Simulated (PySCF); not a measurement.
Relaxation of singlet PtF₃⁻

All numbers come from PBE in PySCF with Pt def2-SVPD with ECP60, F def2-SVPD; scalar-relativistic core potentials, no spin–orbit coupling; density-fitted integrals. A (50,194) grid was used.

A start displaced from a saddle point along its imaginary mode, of Cs symmetry, held to at least that symmetry:

```xyz
4
charge -1 multiplicity 1, angstrom
Pt    0.0797    0.0387    0.0000
F     2.0537   -0.2501    0.0000
F    -1.5445    1.1724    0.0000
F    -1.3272   -1.3192    0.0000
```

Optimiser trace:
```json
{"step": "0", "E − E(last) (kJ/mol)": "1.07", "largest gradient (Eh/bohr)": "0.00620"}
{"step": "1", "E − E(last) (kJ/mol)": "0.66", "largest gradient (Eh/bohr)": "0.00173"}
{"step": "2", "E − E(last) (kJ/mol)": "0.58", "largest gradient (Eh/bohr)": "0.00052"}
{"step": "3", "E − E(last) (kJ/mol)": "0.51", "largest gradient (Eh/bohr)": "0.00076"}
{"step": "4", "E − E(last) (kJ/mol)": "0.33", "largest gradient (Eh/bohr)": "0.00213"}
{"step": "5", "E − E(last) (kJ/mol)": "0.21", "largest gradient (Eh/bohr)": "0.00203"}
{"step": "6", "E − E(last) (kJ/mol)": "0.06", "largest gradient (Eh/bohr)": "0.00076"}
{"step": "7", "E − E(last) (kJ/mol)": "0.01", "largest gradient (Eh/bohr)": "0.00009"}
{"step": "8", "E − E(last) (kJ/mol)": "0.00", "largest gradient (Eh/bohr)": "0.00002"}
```

It ends at Cs with Pt–F 1.940 Å, Pt–F 1.986 Å, Pt–F 1.990 Å; F–Pt–F 83.1°, F–Pt–F 111.6°, F–Pt–F 165.2° (after a last refinement on a finer grid). A frequency run shows a minimum. Other isomers or separated fragments may lie lower.

Spin–orbit coupling, left out here, can matter for elements this heavy.

The relaxation took roughly 50 core-seconds on a shared host.
